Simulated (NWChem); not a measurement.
## Plane-wave run on Na$_{2}$S (fluorite type)

```yaml
crystal:
  lattice:
    - [0.00000, 3.21200, 3.21200]
    - [3.21200, 0.00000, 3.21200]
    - [3.21200, 3.21200, 0.00000]
  atoms:
    - { symbol: S, position: [0.00000, 0.00000, 0.00000] }
    - { symbol: Na, position: [0.25000, 0.25000, 0.25000] }
    - { symbol: Na, position: [0.75000, 0.75000, 0.75000] }
```

Program: NWChem. Origin of the cell: lattice set by a structure generator, not relaxed at this level; this structure type may not be the compound's usual one.

Norm-conserving pseudopotentials with valence charges S 6, Na 1, fixed occupations, no spin-orbit coupling, density cut at twice the wavefunction cutoff.

Level: LDA (Vosko), Troullier-Martins, cutoff 30 Ha, density from a 4×4×4 mesh. Bands run along Γ–X–U|K–Γ–L–W–X with k in units of the cell's reciprocal vectors.

Q: What gap does the band structure show, and how wide is the group of occupied bands?

A: It shows a direct gap along this path of 2.39 eV at Γ. The 4 occupied bands reach 10.2 eV below the valence-band top.
